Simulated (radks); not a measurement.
Results of a calculation; reference values are marked as such.
Mo8+, configuration [Ar] 3d10 4s2 4p4.

Code: a radial shooting solver on a logarithmic mesh with Libxc functionals. Model: scalar-relativistic Kohn-Sham, LDA (Slater exchange, VWN5 correlation), spin-polarised, spherical densities, finite nucleus; open shells are filled with parallel spins first (spin-orbit coupling, left out, can overturn this in heavy ions); Fermi nuclear charge, rms radius 4.4091 fm.

Energy parts (eV):
| part | energy |
|---|---|
| total | -109569.838 |
| kinetic | 112961.171 |
| electron-nucleus | -259615.559 |
| Hartree | 40211.400 |
| exchange-correlation | -3126.850 |

Orbitals (lengths in bohr, moments of r in powers of bohr):
orbital,occ.,eigenvalue (eV),<r^2>,<1/r>,<r>,<r^4>
1s up,1,-19931.42,0.001672,43.50,0.03521,7.235e-06
1s down,1,-19930.96,0.001672,43.50,0.03520,7.235e-06
2s up,1,-2932.573,0.02790,9.794,0.1539,0.001339
2s down,1,-2932.262,0.02790,9.794,0.1539,0.001339
2p up,3,-2638.294,0.02194,9.530,0.1340,0.0009579
2p down,3,-2637.870,0.02194,9.529,0.1340,0.0009579
3s up,1,-608.3463,0.2105,3.369,0.4287,0.06853
3s down,1,-607.7965,0.2103,3.370,0.4285,0.06829
3p up,3,-511.8327,0.2149,3.209,0.4298,0.07514
3p down,3,-511.2265,0.2145,3.211,0.4295,0.07476
3d up,5,-354.4714,0.2045,2.983,0.4127,0.08029
3d down,5,-353.8407,0.2038,2.986,0.4121,0.07947
4s up,1,-185.9603,1.197,1.330,1.032,2.059
4s down,1,-183.1098,1.199,1.331,1.033,2.075
4p up,3,-157.2748,1.374,1.226,1.103,2.759
4p down,1,-154.4670,1.382,1.224,1.106,2.804

The highest occupied level is 4p down at -154.47 eV. Spin moment in Bohr magnetons: 2. For comparison, the ionisation energy in NIST's Atomic Spectra Database is 164.1 eV (measured). In exact Kohn-Sham theory the highest level is minus the ionisation energy, but local and semilocal functionals leave it too shallow, through self-interaction and a potential that decays too fast; potentials with the right tail come closer.
